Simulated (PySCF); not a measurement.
disilinane (C₄H₁₂Si₂), SMILES C1CCC[SiH2][SiH2]1. Atoms are numbered in the order given.

```xyz
18

C      0.2310    -0.7347    -1.7157
C     -0.2310     0.7347    -1.7157
C      0.3638     1.6283    -0.6058
Si    -0.1780     1.1544     1.1585
Si     0.1780    -1.1544     1.1585
C     -0.3638    -1.6283    -0.6058
H      1.3354    -0.7636    -1.6661
H     -0.0367    -1.1722    -2.6927
H      0.0367     1.1722    -2.6927
H     -1.3354     0.7636    -1.6661
H      1.4677     1.5843    -0.6502
H      0.0928     2.6824    -0.7913
H      0.5760     1.9326     2.1835
H     -1.6329     1.4515     1.3267
H     -0.5760    -1.9326     2.1835
H      1.6329    -1.4515     1.3267
H     -1.4677    -1.5843    -0.6502
H     -0.0928    -2.6824    -0.7913
```

Geometry optimised at TPSSh-D3(BJ)/def2-SVP. Other conformers were not sampled.

Method: M06-2X/def2-TZVP (PySCF).

Atomic charges (e):

```json
[
 {"atom": "C1", "Löwdin": "-0.29", "Mulliken": "-0.27"},
 {"atom": "C2", "Löwdin": "-0.29", "Mulliken": "-0.27"},
 {"atom": "C3", "Löwdin": "-0.41", "Mulliken": "-0.46"},
 {"atom": "Si4", "Löwdin": "0.19", "Mulliken": "0.14"},
 {"atom": "Si5", "Löwdin": "0.19", "Mulliken": "0.14"},
 {"atom": "C6", "Löwdin": "-0.41", "Mulliken": "-0.46"},
 {"atom": "H7", "Löwdin": "0.14", "Mulliken": "0.15"},
 {"atom": "H8", "Löwdin": "0.14", "Mulliken": "0.15"},
 {"atom": "H9", "Löwdin": "0.14", "Mulliken": "0.15"},
 {"atom": "H10", "Löwdin": "0.14", "Mulliken": "0.15"},
 {"atom": "H11", "Löwdin": "0.14", "Mulliken": "0.16"},
 {"atom": "H12", "Löwdin": "0.14", "Mulliken": "0.16"},
 {"atom": "H13", "Löwdin": "-0.03", "Mulliken": "-0.02"},
 {"atom": "H14", "Löwdin": "-0.03", "Mulliken": "-0.01"},
 {"atom": "H15", "Löwdin": "-0.03", "Mulliken": "-0.02"},
 {"atom": "H16", "Löwdin": "-0.03", "Mulliken": "-0.01"},
 {"atom": "H17", "Löwdin": "0.14", "Mulliken": "0.16"},
 {"atom": "H18", "Löwdin": "0.14", "Mulliken": "0.16"}
]
```

Give the Mayer and Wiberg (Löwdin basis) orders of the bonds. (An estimate is asked for; the answer gives what the named calculation found.)


| bond | Mayer | Wiberg |
|---|---|---|
| C1–C2 | 0.91 | 1.22 |
| C2–C3 | 0.90 | 1.24 |
| C3–Si4 | 0.95 | 1.13 |
| Si4–Si5 | 0.96 | 1.07 |
| C1–C6 | 0.90 | 1.24 |
| Si5–C6 | 0.95 | 1.13 |
| C1–H7 | 0.98 | 0.84 |
| C1–H8 | 0.98 | 0.84 |
| C2–H9 | 0.98 | 0.84 |
| C2–H10 | 0.98 | 0.84 |
| C3–H11 | 0.95 | 0.84 |
| C3–H12 | 0.95 | 0.85 |
| Si4–H13 | 0.97 | 0.93 |
| Si4–H14 | 0.95 | 0.92 |
| Si5–H15 | 0.97 | 0.93 |
| Si5–H16 | 0.95 | 0.92 |
| C6–H17 | 0.95 | 0.84 |
| C6–H18 | 0.95 | 0.85 |
